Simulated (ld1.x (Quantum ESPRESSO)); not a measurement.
Which change was made? (Mg, TM)

| Quantity | Value |
| --- | --- |
| Element | Mg (Z = 12) |
| Generator | ld1.x (Quantum ESPRESSO) 7.5 |
| Type | norm-conserving Troullier–Martins (Kleinman–Bylander form) |
| Functional | LDA (PZ) |
| Relativity | scalar-relativistic |
| Frozen core | [Ne] |
| Valence charge | 2 |
| Reference configuration | 3s1 3p1 |
| Partial waves | 3p (bound): rc 2.95 bohr; 3s (bound): rc 2.70 bohr |
| Local potential | the s channel |
| Core correction | Bessel-smoothed model core inside 1.20 bohr |

Cutoffs, loose and tight: the cutoffs (Ry, on a coarse ladder) from which the occupation-weighted sum of valence levels, in a spherical-Bessel basis at the reference potential, stays within 10 and 1 mRy of its value at 400 Ry. They do not see the model core or the augmentation charge, which bear on the density cutoff. Test errors are all-electron minus pseudo excitation energies from the reference, over the configurations 3s2 3p0; 3s1 3p0; 3s1.5 3p0; 3s0 3p1; 3s0 3p2 (two spin-polarised tests are not counted in the largest error); variants that change the core or the reference have their own tests.

The base gives: outcome: generated; cutoff, loose: 6 Ry; cutoff, tight: 12 Ry; bound ghosts: none; largest test error (meV): -6.4.

(1) After one change the result is: outcome: generated; cutoff, loose: 6 Ry; cutoff, tight: 12 Ry; bound ghosts: none; largest test error (meV): +6.1. Which change was it?
A. core correction Bessel-smoothed model core inside 2.58 bohr
B. core correction Bessel-smoothed model core inside 3.12 bohr
C. core correction Bessel-smoothed model core inside 2.20 bohr

Results:

(1) C. The others give: core correction Bessel-smoothed model core inside 3.12 bohr → outcome: generated; cutoff, loose: 6 Ry; cutoff, tight: 12 Ry; bound ghosts: none; largest test error (meV): +38 | core correction Bessel-smoothed model core inside 2.58 bohr → outcome: generated; cutoff, loose: 6 Ry; cutoff, tight: 12 Ry; bound ghosts: none; largest test error (meV): +17.
